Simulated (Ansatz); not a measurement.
Reaction (redistribution): `CO[Si](N)(F)F` + `[OH][Ti]([F])([Cl])[Cl]` → `CO[Si](F)(F)F` + `[NH2][Ti]([OH])([Cl])[Cl]`

Isolated molecules relaxed with PBE0-D4/def2-TZVP in Ansatz; ΔE leaves out vibrations. CCSD(T)/CBS is the MP2 limit (def2-TZVPP, def2-QZVPP) plus CCSD(T) − MP2 in def2-TZVPP, frozen cores. DFT in def2-TZVPP. For Ti outer-core shells are correlated without core-valence functions, which leaves a few kJ/mol of doubt a bond. Scalar relativity is left out up to krypton. Each species was taken in one conformer, which may not be the lowest.

`CO[Si](N)(F)F`:

Cartesian coordinates in Å:
```
C -0.187 -1.763 0.741
O 0.469 -0.662 0.145
Si -0.234 0.657 -0.457
N 0.913 1.870 -0.583
F -1.490 0.996 0.460
F -0.870 0.431 -1.892
H 0.542 -2.302 1.348
H -0.574 -2.439 -0.026
H -1.012 -1.441 1.381
H 1.616 2.022 0.117
H 0.827 2.631 -1.233
```

`[OH][Ti]([F])([Cl])[Cl]`:

```xyz
6

O     0.212   -0.288   -1.331
Ti   -0.030    0.104    0.359
F    -1.266   -0.932    1.012
Cl   -0.668    2.187    0.544
Cl    1.831   -0.213    1.460
H    -0.079   -0.858   -2.044
```

`CO[Si](F)(F)F`:

```xyz
9

C     1.163   -0.560    0.540
O    -0.191   -0.700    0.146
Si   -1.128    0.427   -0.489
F    -1.305    1.663    0.469
F    -2.536   -0.201   -0.762
F    -0.553    0.984   -1.843
H     1.496   -1.524    0.923
H     1.265    0.190    1.328
H     1.790   -0.280   -0.310
```

`[NH2][Ti]([OH])([Cl])[Cl]`:

Z-matrix (Å, degrees):
```
Ti
O 1 1.757
Cl 1 2.208 2 111.8
N 1 1.848 2 106.2 3 119.5
Cl 1 2.208 2 111.8 3 -121.1
H 2 0.957 1 145.6 3 60.9
H 4 1.011 1 124.1 2 0.0
H 4 1.011 1 124.5 2 180.0
```

**Question.** Is it downhill or uphill in electronic energy at CCSD(T)/CBS, and by how much? (An estimate is asked.)

**Answer.** Ansatz gave: Nearly level: ΔE = +0.4 kJ/mol.

**Question.** What do these levels give: revPBE-D4, r2SCAN-D4, BHLYP-D4, ωB97M-V, LC-ωPBE, MP2/def2-TZVPP? (Best estimate.)

**Answer.** Computed: revPBE-D4 22.7, r2SCAN-D4 18.1, BHLYP-D4 9.8, ωB97M-V 15.4, LC-ωPBE 25.3, MP2/def2-TZVPP 0.6 kJ/mol.

Largest T1 diagnostic among the species: 0.024, so the coupled-cluster value is less sure than usual.

From PBE to PBE0 (25 % exact exchange), in def2-TZVPP and without D4, ΔE moves by −5.7 kJ/mol. Leaving LDA and LC-ωPBE aside and taking each functional with its dispersion term where it has one, the values, not all of them listed here, spread over 13.1 kJ/mol, from PBE-QIDH to revPBE-D4.
